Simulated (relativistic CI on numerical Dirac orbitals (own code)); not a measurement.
**Energy levels of P¹⁴⁺**

Method of calculation: Dirac equation for one electron, model QED (radiative potential, 1s self-energy scaled to tabulated hydrogen-like ionisation energies) (own radial code, finite nucleus).

Configuration list: 1s, 2s, 2p, 3s, 3p, 3d, 4s, 4p, 4d, 4f, 5s, 5p, 5d, 5f, 5g, 6s, 6p, 6d. Levels of other configurations are missing.

The lowest level is 1s ²S1/2, with 100 % of that term; Hund's rules for 1s give ²S with J = 1/2, in agreement.

| No. | Configuration | Term | J | E (10³ cm⁻¹) | % | Landé g |
| --- | --- | --- | --- | --- | --- | --- |
| 1 | 1s | ²S | 1/2 | 0.0 | 100 | 1.994 |
| 2 | 2p | ²P° | 1/2 | 18564.1 | 100 | 0.664 |
| 3 | 2s | ²S | 1/2 | 18564.7 | 100 | 2.000 |
| 4 | 2p | ²P° | 3/2 | 18582.7 | 100 | 1.333 |
| 5 | 3p | ²P° | 1/2 | 22008.3 | 100 | 0.665 |
| 6 | 3s | ²S | 1/2 | 22008.5 | 100 | 2.001 |
| 7 | 3d | ²D | 3/2 | 22013.8 | 100 | 0.799 |
| 8 | 3p | ²P° | 3/2 | 22013.8 | 100 | 1.333 |
| 9 | 3d | ²D | 5/2 | 22015.6 | 100 | 1.200 |
| 10 | 4p | ²P° | 1/2 | 23213.0 | 100 | 0.665 |
| 11 | 4s | ²S | 1/2 | 23213.1 | 100 | 2.002 |
| 12 | 4d | ²D | 3/2 | 23215.3 | 100 | 0.799 |
| 13 | 4p | ²P° | 3/2 | 23215.3 | 100 | 1.334 |
| 14 | 4f | ²F° | 5/2 | 23216.1 | 100 | 0.856 |
| 15 | 4d | ²D | 5/2 | 23216.1 | 100 | 1.200 |
| 16 | 4f | ²F° | 7/2 | 23216.5 | 100 | 1.143 |
| 17 | 5p | ²P° | 1/2 | 23770.3 | 100 | 0.666 |
| 18 | 5s | ²S | 1/2 | 23770.3 | 100 | 2.002 |
| 19 | 5d | ²D | 3/2 | 23771.5 | 100 | 0.799 |
| 20 | 5p | ²P° | 3/2 | 23771.5 | 100 | 1.334 |
| 21 | 5f | ²F° | 5/2 | 23771.9 | 100 | 0.857 |
| 22 | 5d | ²D | 5/2 | 23771.9 | 100 | 1.200 |
| 23 | 5g | ²G | 7/2 | 23772.1 | 100 | 0.888 |
| 24 | 5f | ²F° | 7/2 | 23772.1 | 100 | 1.143 |
| 25 | 5g | ²G | 9/2 | 23772.2 | 100 | 1.111 |
| 26 | 6p | ²P° | 1/2 | 24072.9 | 100 | 0.666 |
| 27 | 6s | ²S | 1/2 | 24072.9 | 100 | 2.002 |
| 28 | 6d | ²D | 3/2 | 24073.6 | 100 | 0.799 |
| 29 | 6p | ²P° | 3/2 | 24073.6 | 100 | 1.334 |
| 30 | 6d | ²D | 5/2 | 24073.8 | 100 | 1.200 |

Energies count from the lowest computed level; ° marks odd parity.
